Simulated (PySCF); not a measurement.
Compound: C4H7F3Si.
Structure used (PBE0-D3(BJ)/def2-SVP), in Å, numbered top down from 1:
```xyz
15
C4H7F3Si angstrom
C     -2.1873    0.1761   -0.3627
C     -0.8081   -0.3655   -0.0717
C     -0.2124   -0.1682    1.3380
Si     0.7267    0.6816   -0.0121
C      2.3422   -0.1929   -0.5811
F      2.2379   -1.5193   -0.3983
F      3.4253    0.2173    0.0949
F      2.5945    0.0097   -1.8834
H     -2.4017    0.1632   -1.4418
H     -2.9625   -0.4228    0.1448
H     -2.3002    1.2164   -0.0178
H     -0.6323   -1.3719   -0.4744
H      0.2191   -1.0466    1.8301
H     -0.8037    0.4529    2.0219
H      0.7449    2.1507   -0.1963
```

Computed, not measured: PBE0-D3(BJ)/def2-SVP geometry optimisation, gas phase in PySCF.

Take the most abundant isotopes and a rigid rotor. 

Q: What are A, B and C (cm⁻¹)?

A: Ia = 150.96, Ib = 517.67, Ic = 535.02 u·Å²; 505379 MHz·u·Å²/I gives 3348, 976.3 and 944.6 MHz, that is A = 0.11167, B = 0.03256, C = 0.03151 cm⁻¹.

Q: What kind of rotor is it?

A: A near-prolate asymmetric top: κ = (2 × 976.3 − 3348 − 944.6)/(3348 − 944.6) = -0.97.

Q: Is it planar, by Δ = Ic − Ia − Ib?

A: Not planar: Δ = Ic − Ia − Ib = -133.60 u·Å². For a rigid frame Δ = −2 Σ m c², so Σ m c² = 66.80 u·Å² lies off the ab plane: 9.61 from hydrogen and 57.19 from heavier atoms. The atom farthest from that plane is 2.19 Å away.

Q: Give the other two planar moments, Paa and Pbb, and the rms extents of the mass along the axes.

A: Paa = Σ m a² = (Ib + Ic − Ia)/2 = 450.87 and Pbb = Σ m b² = (Ia + Ic − Ib)/2 = 84.16 u·Å². With the mass M = 140.03 u, the rms extents √(P/M) along a, b and c are 1.79, 0.78, 0.69 Å.

Q: List the rotational levels J(Ka,Kc) to J = 4 (K).

A: Above 0(0,0), as E/k:
J = 1: 1(0,1) 0.092, 1(1,1) 0.206, 1(1,0) 0.208
J = 2: 2(0,2) 0.277, 2(1,2) 0.389, 2(1,1) 0.393, 2(2,1) 0.735, 2(2,0) 0.735
J = 3: 3(0,3) 0.553, 3(1,3) 0.663, 3(1,2) 0.672, 3(2,2) 1.011, 3(2,1) 1.012, 3(3,1) 1.584, 3(3,0) 1.584
J = 4: 4(0,4) 0.922, 4(1,4) 1.029, 4(1,3) 1.044, 4(2,3) 1.380, 4(2,2) 1.380, 4(3,2) 1.953, 4(3,1) 1.953, 4(4,1) 2.755, 4(4,0) 2.755

Q: Which types of transition are allowed, and where do some lines up to J = 3 fall?

A: The dipole components are |μa| = 2.16 D, |μb| = 0.16 D, |μc| = 0.54 D. The squared components, which scale the intensities, stand as 1.00 : 0.01 : 0.06 (a : b : c). Some lines, for components of 0.1 D or more:

```json
{"type": "a", "branch": "R", "J(Ka,Kc)": "1(0,1) ← 0(0,0)", "MHz": "1921", "lower level (cm⁻¹)": "0.000"}
{"type": "c", "branch": "Q", "J(Ka,Kc)": "3(1,3) ← 3(0,3)", "MHz": "2294", "lower level (cm⁻¹)": "0.384"}
{"type": "c", "branch": "Q", "J(Ka,Kc)": "1(1,1) ← 1(0,1)", "MHz": "2372", "lower level (cm⁻¹)": "0.064"}
{"type": "b", "branch": "Q", "J(Ka,Kc)": "2(1,1) ← 2(0,2)", "MHz": "2435", "lower level (cm⁻¹)": "0.192"}
{"type": "b", "branch": "Q", "J(Ka,Kc)": "3(1,2) ← 3(0,3)", "MHz": "2484", "lower level (cm⁻¹)": "0.384"}
{"type": "a", "branch": "R", "J(Ka,Kc)": "2(1,2) ← 1(1,1)", "MHz": "3810", "lower level (cm⁻¹)": "0.143"}
{"type": "a", "branch": "R", "J(Ka,Kc)": "2(1,1) ← 1(1,0)", "MHz": "3873", "lower level (cm⁻¹)": "0.144"}
{"type": "b", "branch": "R", "J(Ka,Kc)": "1(1,1) ← 0(0,0)", "MHz": "4292", "lower level (cm⁻¹)": "0.000"}
{"type": "c", "branch": "R", "J(Ka,Kc)": "1(1,0) ← 0(0,0)", "MHz": "4324", "lower level (cm⁻¹)": "0.000"}
{"type": "a", "branch": "R", "J(Ka,Kc)": "3(0,3) ← 2(0,2)", "MHz": "5761", "lower level (cm⁻¹)": "0.192"}
{"type": "a", "branch": "R", "J(Ka,Kc)": "3(2,2) ← 2(2,1)", "MHz": "5763", "lower level (cm⁻¹)": "0.511"}
{"type": "c", "branch": "Q", "J(Ka,Kc)": "2(2,1) ← 2(1,1)", "MHz": "7115", "lower level (cm⁻¹)": "0.273"}
{"type": "b", "branch": "Q", "J(Ka,Kc)": "2(2,0) ← 2(1,1)", "MHz": "7115", "lower level (cm⁻¹)": "0.273"}
{"type": "b", "branch": "Q", "J(Ka,Kc)": "2(2,1) ← 2(1,2)", "MHz": "7210", "lower level (cm⁻¹)": "0.270"}
{"type": "c", "branch": "R", "J(Ka,Kc)": "2(2,1) ← 1(1,1)", "MHz": "11020", "lower level (cm⁻¹)": "0.143"}
{"type": "c", "branch": "Q", "J(Ka,Kc)": "3(3,1) ← 3(2,1)", "MHz": "11936", "lower level (cm⁻¹)": "0.703"}
{"type": "b", "branch": "Q", "J(Ka,Kc)": "3(3,0) ← 3(2,1)", "MHz": "11936", "lower level (cm⁻¹)": "0.703"}
{"type": "b", "branch": "R", "J(Ka,Kc)": "3(2,2) ← 2(1,1)", "MHz": "12877", "lower level (cm⁻¹)": "0.273"}
{"type": "c", "branch": "R", "J(Ka,Kc)": "3(2,1) ← 2(1,1)", "MHz": "12879", "lower level (cm⁻¹)": "0.273"}
{"type": "c", "branch": "R", "J(Ka,Kc)": "3(2,2) ← 2(1,2)", "MHz": "12972", "lower level (cm⁻¹)": "0.270"}
{"type": "b", "branch": "R", "J(Ka,Kc)": "3(2,1) ← 2(1,2)", "MHz": "12974", "lower level (cm⁻¹)": "0.270"}
{"type": "b", "branch": "R", "J(Ka,Kc)": "3(3,1) ← 2(2,0)", "MHz": "17700", "lower level (cm⁻¹)": "0.511"}
{"type": "c", "branch": "R", "J(Ka,Kc)": "3(3,0) ← 2(2,0)", "MHz": "17700", "lower level (cm⁻¹)": "0.511"}
{"type": "c", "branch": "R", "J(Ka,Kc)": "3(3,1) ← 2(2,1)", "MHz": "17700", "lower level (cm⁻¹)": "0.511"}
```

Q: Estimate the classical rotational partition function at 50 K, 200 K and 500 K.

A: Point group C1, symmetry number σ = 1; q = (√π/σ)·√((kT/h)³/(ABC)), k/h = 20836.6 MHz/K: 33900 at 50 K, 271000 at 200 K, 1070000 at 500 K.

PBE0-D3(BJ)/def2-SVP frequencies: not computed here. No vibrational averaging or centrifugal distortion is included, and the geometry carries the error of its method. A rigid rotor knows nothing of internal rotation, which can split or shift real lines.
